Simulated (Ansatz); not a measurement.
Species: C₂H₃Si, charge 0, doublet. C2H3Si (SMILES [SiH3]C#[C], doublet).
B3LYP-D3(BJ)/def2-TZVP minimum from Ansatz (a first-principles code):
```xyz
6

Si    -0.8573    -0.0603    -0.4249
C      0.7794     0.0548     0.3863
C      1.8630     0.1310     0.9234
H     -0.9445     0.9778    -1.4726
H     -0.9981    -1.4021    -1.0268
H     -1.9091     0.1536     0.5904
```
Charge 0, spin multiplicity 2.

Atomisation energy term by term, kcal/mol (programs: Ansatz). Radicals and triplets start from unrestricted determinants; spin-orbit coupling is neglected. Correlated methods leave the cores frozen. Rows without X2C or -DK are non-relativistic. CBS(X,Y): correlation extrapolated as X^-3, Hartree-Fock from the larger set. A bracket is a step between two methods taken in the basis named. 'core' is core correlation in cc-pwCVTZ (1s frozen past Ne), 'X2C' scalar relativity in cc-pVTZ-DK, both at CCSD(T). Where a partner has so few electrons that a lower coupled-cluster level is exact, that level stands in. The UHF reference of C2H3Si ([C]#C[SiH3], doublet) is spin-contaminated (<S^2> up to 0.41 over the pure value in the sets run).

| term | basis | kcal/mol |
|---|---|---|
| Hartree-Fock | cc-pV(Q+d)Z | 360.07 |
| CCSD correlation | CBS(cc-pV(T+d)Z,cc-pV(Q+d)Z) | 115.28 |
| (T) | CBS(cc-pV(T+d)Z,cc-pV(Q+d)Z) | 9.37 |
| CCSDT(Q) - CCSD(T) | cc-pV(D+d)Z | 1.50 |
| core correlation | cc-pwCVTZ | 1.63 |
| scalar relativity | X2C, cc-pVTZ-DK | -0.95 |
| sum: De |  | 486.9 |
